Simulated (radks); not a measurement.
The numbers below are computed, except where a source is named.
Cr, 24 electrons, occupied as [Ne] 3s2 3p5 3d5 4s2 (not the ground configuration). Code: a radial shooting solver on a logarithmic mesh with Libxc functionals. Model: scalar-relativistic Kohn-Sham, BLYP, spin-polarised, spherical densities, point nucleus; open shells are filled with parallel spins first.

Local quantities along the radius. ELF = 1/(1 + alpha^2) is the electron localisation function; alpha = (tau - tau_W)/tau_unif compares the Pauli kinetic energy density with that of the uniform gas (summed over spins); 4 pi r^2 rho is in e/bohr; s = |grad rho|/(2 (3 pi^2)^(1/3) rho^(4/3)) is the reduced gradient; r v_xc is r times the local exchange-correlation potential of spin up (hartree bohr). tau is taken from the large components.

r (bohr)    ELF    alpha  4 pi r^2 rho       s   r v_xc
0.003188  1.000  0.01538         1.116  0.4535  -0.1057
0.004252  1.000  0.01617         1.870  0.4431  -0.1251
0.005626  1.000  0.01747         3.038  0.4394  -0.1494
0.007503  1.000  0.01959         4.894  0.4422  -0.1809
0.009928  0.999  0.02286         7.562  0.4515  -0.2188
0.01324   0.999  0.02839         11.38  0.4692  -0.2655
0.01752   0.999  0.03768         16.09  0.4963  -0.3178
0.02337   0.997  0.05557         21.49  0.5376  -0.3763
0.03092   0.992  0.09158         26.15  0.5951  -0.4332
0.04124   0.969   0.1784         28.65  0.6753  -0.4840
0.05456   0.864   0.3972         27.71  0.7630  -0.5179
0.07277   0.524   0.9523         24.17  0.7907  -0.5350
0.09629   0.277    1.618         21.79  0.6068  -0.5496
0.1284    0.380    1.278         24.15  0.3343  -0.6286
0.1699    0.691   0.6688         29.55  0.3141  -0.7716
0.2266    0.832   0.4497         30.74  0.4701  -0.8620
0.2999    0.748   0.5806         23.24  0.7093  -0.8541
0.4       0.273    1.631         13.29  0.8349  -0.7792
0.5292    0.229    1.837         10.58  0.3432  -0.8222
0.7058    0.682   0.6823         12.82  0.2863   -1.054
0.9339    0.782   0.5279         11.74  0.5232   -1.117
1.246     0.625   0.7743         6.917  0.8224   -1.032
1.648     0.308    1.498         3.164   1.052  -0.8872
2.198     0.227    1.847         1.566  0.9820  -0.7674
2.908     0.471    1.059        0.9577   1.021  -0.6989
3.879     0.775   0.5381        0.4913   1.502  -0.6139
5.133     0.886   0.3581        0.1706   2.626  -0.5057
6.846     0.900   0.3330       0.03199   5.630  -0.3613
9.058     0.832   0.4496      0.003057   14.70  -0.2384
12.08     0.540   0.9230     0.0001089   53.04  -0.1483

On this mesh the ELF has minima near r = 0.096, 0.46, 1.9 bohr, which separate the shells, and maxima near 0.23 (0.83), 0.93 (0.78), 5.9 (0.90).

Self-consistent cycle (total energy in hartree, residual of the potential): 1: -1049.219855, 2e+00; 2: -1049.425940, 1e+00; 3: -1049.522872, 2e-01; 4: -1049.527776, 4e-02; 5: -1049.527971, 4e-03; 6: -1049.527979, 3e-03; 7: -1049.527975, 3e-04; 8: -1049.527974, 5e-05; 9: -1049.527974, 2e-05; 10: -1049.527974, 1e-07; 11: -1049.527974, 5e-08; 12: -1049.527974, 2e-08; 13: -1049.527974, 4e-10.
